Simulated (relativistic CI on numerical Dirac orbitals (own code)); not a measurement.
## Os56+: q coefficients and field-shift factors

Calculated at this level of theory: Dirac-Coulomb-Breit CI, orbitals from a KLI potential per configuration, derivatives by finite differences, unscaled Slater integrals, QED left out (own radial code, finite nucleus).

Configurations in the expansion (outside the closed core [Ne]): 3s²3p⁶3d², 3s²3p⁵3d³, 3s3p⁶3d³, 3s²3p⁶3d4s, 3s²3p⁶3d4p, 3s²3p⁶4s². Double excitations out of closed p, d and f shells are left out; levels of such configurations are missing from the list, as are those of other unlisted configurations, and high levels can miss mixing partners.

With x = (α/α₀)² − 1 an excitation energy changes as ω = ω₀ + qx; K = 2q/ω₀ is the relative enhancement. Terms are leading LS components, so labels can repeat. The field-shift factor is F = δν/δ⟨r²⟩ for the transition from the lowest level.

Lowest level 3s²3p⁶3d² ³F2.

```csv
Level,ω₀ (cm⁻¹),q (cm⁻¹),F (GHz/fm²)
3s²3p⁶3d² ³P0,203354,23460,1.03
3s²3p⁶3d² ³F3,661150,701400,19.4
3s²3p⁶3d² ³P2,750742,701700,18.4
3s²3p⁶3d² ¹G4,778693,703500,19.9
3s²3p⁶3d² ³P1,792939,713600,18.3
3s²3p⁶3d² ³F4,1392233,1.397e+06,38.5
3s²3p⁶3d² ³P2,1464117,1.412e+06,37.7
3s²3p⁶3d² ¹S0,1678179,1.408e+06,40.3
3s²3p⁵3d³ ³D°2,2283058,161100,25.8
3s²3p⁵3d³ ⁵D°1,2326432,188200,26.3
3s²3p⁵3d³ ⁵D°0,2360500,173600,26.3
3s²3p⁵3d³ ³F°3,2373329,154500,26.1
3s²3p⁵3d³ ⁵F°3,2866558,847800,44.5
3s²3p⁵3d³ ⁵G°4,2914925,849600,44.9
3s²3p⁵3d³ ⁵S°2,2927583,856100,44.4
3s²3p⁵3d³ ⁵D°2,2952333,867200,44.6
3s²3p⁵3d³ ⁵D°1,2968340,860300,43.3
3s²3p⁵3d³ ³H°5,2984996,843900,45.2
3s²3p⁵3d³ ³H°6,2991509,820600,45
3s²3p⁵3d³ ³G°3,2993032,852000,44.8
3s²3p⁵3d³ ³P°0,2995988,842900,44.1
3s²3p⁵3d³ ³F°4,3001819,844700,45
3s²3p⁵3d³ ³G°4,3054643,845700,45.4
```

At this charge energies of transitions that change n are usually good to better than 1 %, and those within a shell (Δn = 0) to a few per cent.

Task: Which transition from the lowest level has the largest |K|?

Result: 3s²3p⁶3d² ³F3 at 661150 cm⁻¹, K = 2.12.
